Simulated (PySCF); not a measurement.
**Electric field gradients and quadrupole coupling constants**

Compound: C6H7F3O2.
Geometry (PBE0-D3(BJ)/def2-SVP, Å), atoms numbered from 1 in this order:
```xyz
18
C6H7F3O2 angstrom
F      3.182    0.146   -0.593
C      1.914    0.543   -0.590
F      1.810    1.581    0.246
F      1.612    0.976   -1.820
C      0.984   -0.584   -0.193
O      1.239   -1.015    1.130
C     -0.044   -0.562    1.572
C     -0.453   -0.178    0.149
C     -1.128    1.148   -0.215
O     -2.251    0.476   -0.778
C     -1.666   -0.798   -0.547
H      1.095   -1.387   -0.944
H     -0.633   -1.369    2.041
H      0.036    0.288    2.273
H     -1.396    1.779    0.650
H     -0.593    1.765   -0.954
H     -1.432   -1.334   -1.485
H     -2.294   -1.450    0.087
```

Field gradients from the PBE0/pcSseg-1 density (PySCF, non-relativistic), principal values in atomic units, ordered |Vxx| ≤ |Vyy| ≤ |Vzz|:

```csv
atom,Vxx,Vyy,Vzz
O6,0.1842,1.8488,-2.0330
O10,0.2171,1.8793,-2.0964
```

Task: Find the asymmetry η = (Vxx − Vyy)/Vzz and the couplings χ = eQV/h (234.96 MHz × Q in barn × V in au), with Q(17O) = −0.0256 b.

Result: 
| atom | environment | nucleus | η | χzz (MHz) | χxx (MHz) | χyy (MHz) |
| --- | --- | --- | --- | --- | --- | --- |
| O6 | cyclic ether oxygen | 17O | 0.82 | 12.23 | -1.11 | -11.12 |
| O10 | cyclic ether oxygen | 17O | 0.79 | 12.61 | -1.31 | -11.30 |

The tensor is traceless: Vxx + Vyy + Vzz = 0.

Task: What is Vzz at O10 in SI units (1 au = 9.71736 × 10²¹ V/m²)?

Result: -2.0964 au = -20.372 × 10²¹ V/m².

Task: And the gradient at the other heavy atoms, for which no coupling is worked out here?

Result: 
```json
{"atom": "F1", "environment": "fluorine of a CF3 group", "Vzz (au)": "2.887", "η": "0.03"}
{"atom": "C2", "environment": "CF3 carbon", "Vzz (au)": "-0.472", "η": "0.05"}
{"atom": "F3", "environment": "fluorine of a CF3 group", "Vzz (au)": "2.862", "η": "0.02"}
{"atom": "F4", "environment": "fluorine of a CF3 group", "Vzz (au)": "2.849", "η": "0.03"}
{"atom": "C5", "environment": "sp3 carbon bound to oxygen", "Vzz (au)": "0.290", "η": "0.37"}
{"atom": "C7", "environment": "sp3 carbon bound to oxygen", "Vzz (au)": "0.373", "η": "0.31"}
{"atom": "C8", "environment": "sp3 carbon at a ring junction", "Vzz (au)": "0.061", "η": "0.21"}
{"atom": "C9", "environment": "sp3 carbon bound to oxygen", "Vzz (au)": "0.339", "η": "0.45"}
{"atom": "C11", "environment": "sp3 carbon bound to oxygen", "Vzz (au)": "0.320", "η": "0.40"}
```

Were the hydrogens deuterons (Q(2H) = 0.00286 b), χzz would run from 181 kHz (H12) to 186 kHz (H13 and H15).

Geometry: PBE0-D3(BJ)/def2-SVP; no solvent, vibrations or thermal averaging. The small basis limits the accuracy of the gradients.
